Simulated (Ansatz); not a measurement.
`COBO[SiH3]` + H₂ → `BOC` + `O[SiH3]` at 600 K and 1 bar (hydrogenolysis of a B–O bond).

Isolated molecules relaxed with PBE0-D4/def2-TZVP in Ansatz; ΔE leaves out vibrations. CCSD(T)/CBS adds triple-zeta CCSD(T) − MP2 to the extrapolated MP2 energy (def2 sets, frozen cores). This one scheme is used for every species. One conformer a species, not always the lowest.

```
     species  CCSD(T)/CBS energy (Eh)  H − E (kJ/mol)  S (J/(mol·K))
`COBO[SiH3]`               -506.60589           291.4          451.4
          H₂                 -1.17544            43.9          150.8
       `BOC`               -141.04597           205.8          323.1
   `O[SiH3]`               -366.69042           135.7          307.9
```

H − E and S are ideal-gas, rigid-rotor, harmonic terms from PBE0-D4/def2-TZVP, for one conformer and one mirror image of each species. For small species the MP2-based limit differs from directly extrapolated CCSD(T) by up to some mEh (0.8 for H₂); such offsets cancel only in part. 1 Eh = 2625.50 kJ/mol, R = 8.31446 J/(mol·K).

Problem. By hand: ΔE, ΔH, ΔS and ΔG.

Solution. ΔE = (-141.04597) + (-366.69042) − (-506.60589) − (-1.17544) = 0.04494 Eh = 118.0 kJ/mol. Δ(H − E) = 205.8 + 135.7 − 291.4 − 43.9 = 6.2, so ΔH = 124.2 kJ/mol. ΔS = 323.1 + 307.9 − 451.4 − 150.8 = 28.8 J/(mol·K). ΔG = 124.2 − 600 × (28.8)/1000 = 106.9 kJ/mol.

Problem. By hand: the equilibrium constant, and the temperature at which ΔG would vanish if ΔH and ΔS stayed fixed.

Solution. log₁₀ K = −ΔG/(RT ln 10) = -9.3. ΔG = 0 at ΔH/ΔS = 4312 K, far beyond where these terms or the molecules hold.

ΔH outweighs TΔS. A doubt of 5 kJ/mol in ΔE shifts log₁₀ K by 0.4 here. Other conformers and mirror images would add mixing entropy, several J/(mol·K) or more a flexible species. These are equilibria of isolated gas molecules and say nothing of rates. Largest T1 diagnostic: 0.014 (customary marks: 0.02 for closed shells, 0.045 for open ones).
